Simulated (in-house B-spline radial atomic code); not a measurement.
Results of a calculation; reference values are marked as such.
# Weak and strong correlation along the adiabatic connection

Two-electron singlets in several external potentials (atomic units), by full CI in B-splines with partial waves to l = 8 (correlation energies up to 0.6 % small). The repulsion is scaled by λ at fixed density; W(λ) is the mean repulsion less the Hartree energy, W(0) = E_x, and the area under W from 0 to 1 is E_xc.

Relative drop (W(λ) − E_x)/E_x:

```tsv
system	λ = 0.12	λ = 0.25	λ = 0.4	λ = 0.6	λ = 0.8	λ = 1
ω²r²/2 − Z/r, ω = 0.0444, Z = 1	0.0291	0.0565	0.0837	0.1141	0.1393	0.1603
−Z exp(−kr)/r, Z = 8.75, k = 2.01	0.0022	0.0046	0.0074	0.0109	0.0145	0.0179
−V exp(−r²/w²), V = 2.31, w = 10.5	0.0366	0.0695	0.1005	0.1333	0.1591	0.1797
−V exp(−r²/w²), V = 12.8, w = 2.02	0.0102	0.0207	0.0322	0.0465	0.0596	0.0718
ω²r²/2 − Z/r, ω = 0.405, Z = 0.7	0.0182	0.0361	0.0547	0.0766	0.0958	0.1127
−Z exp(−kr)/r, Z = 3.54, k = 1.03	0.0063	0.0129	0.0202	0.0296	0.0385	0.0470
−V exp(−r²/w²), V = 2.11, w = 7.48	0.0318	0.0610	0.0893	0.1201	0.1449	0.1652
```

Question: Order the systems by how far second-order (GL2) theory, half the initial slope (estimated from the first points of each curve), overshoots the correlation energy, least first.
A. −Z exp(−kr)/r, Z = 8.75, k = 2.01
B. −V exp(−r²/w²), V = 12.8, w = 2.02
C. ω²r²/2 − Z/r, ω = 0.0444, Z = 1
D. ω²r²/2 − Z/r, ω = 0.405, Z = 0.7
E. −V exp(−r²/w²), V = 2.31, w = 10.5
F. −V exp(−r²/w²), V = 2.11, w = 7.48
G. −Z exp(−kr)/r, Z = 3.54, k = 1.03

Answer: A (GL2/E_c = 1.03), G (GL2/E_c = 1.08), B (GL2/E_c = 1.14), D (GL2/E_c = 1.26), C (GL2/E_c = 1.39), F (GL2/E_c = 1.46), E (GL2/E_c = 1.54).

Question: What else changes along this order?

Answer: The ratio follows the bend of the curve. With it the leading natural occupation goes from 1.999 to 1.890 and −T_c/E_c from 0.97 to 0.65 between the first and the last.
